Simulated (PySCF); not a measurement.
Species: C6H8N (doublet state).
Cartesian coordinates in Å at the GFN2-xTB level; atoms count from 1:
```
atom  x, y, z in Å
N1     3.5860   -0.3255    0.4361
C2     2.7508    0.1879   -0.4186
C3     1.4463    0.4081   -0.1073
C4     0.1973    0.5978    0.1533
C5    -0.8863   -0.3864   -0.0823
C6    -2.2393    0.1099   -0.5161
C7    -2.0530   -0.4263    0.8664
H8     4.5281   -0.4314    0.0683
H9     3.0399    0.4862   -1.4394
H10   -0.1347    1.5409    0.5806
H11   -0.5423   -1.3272   -0.4912
H12   -2.3736    1.1742   -0.6387
H13   -2.7890   -0.4807   -1.2327
H14   -2.0619    0.2708    1.6906
H15   -2.4727   -1.3904    1.1092
```

The hyperfine couplings belong to this conformer and change with its torsions.

As a line formula: `[H]/N=C/[C]=CC1CC1` [radical].

Computed with UKS B3LYP, pcH-1 on C H N, non-relativistic, mean-field spin-orbit, GIAO in PySCF 2.14.0. One conformer (not necessarily the lowest) at the GFN2-xTB geometry, without solvent, vibrations or thermal averaging. Couplings are sensitive to structure, and on GFN2-xTB geometries they can be far from those on DFT ones. Stability of the SCF solution: not tested. ⟨S²⟩ is 0.775 where a pure state has 0.75.

Q: Match the computed a_iso(13C) values +70.2, +55.7, -50.2, -40.1, -2.9 MHz (means over equivalent nuclei) with the sites C2; C3; C4; C5; C6/C7.

A: 
```csv
site,a_iso (MHz),ρ(0) (bohr⁻³),position,distance from C3 (Å),spin population,largest |T| (MHz)
C2,-50.2,-0.0447,1 bond from N1,1.36,-0.21,24.7
C3,+55.7,+0.0496,largest spin population,0.00,+0.70,103.0
C4,-40.1,-0.0357,1 bond from C3,1.29,-0.12,11.0
C5,+70.2,+0.0624,2 bonds from C3,2.46,+0.04,8.2
C6/C7,-2.9,-0.0026,3 bonds from C3,3.72,0.00,0.4
```

ρ(0) is the spin density at the nucleus and T the dipolar tensor; entries for several nuclei are means. The largest Mulliken spin populations are on C3 (+0.70), N1 (+0.55), C2 (-0.21) and C4 (-0.12). The positive populations add up to 1.35 and the negative ones to -0.35, together 2S = 1. Main spin sites, with 60 % or more of the largest population: N1, C3; positions count bonds from the nearest.

Examples of negative spin density at the nucleus (bohr⁻³): C2 (-0.0447), C4 (-0.0357) and H8 (-0.0081).

Nuclei that the bonding pattern makes equivalent are averaged, as if the motion that swaps them (rotation, inversion, ring flip) were fast.
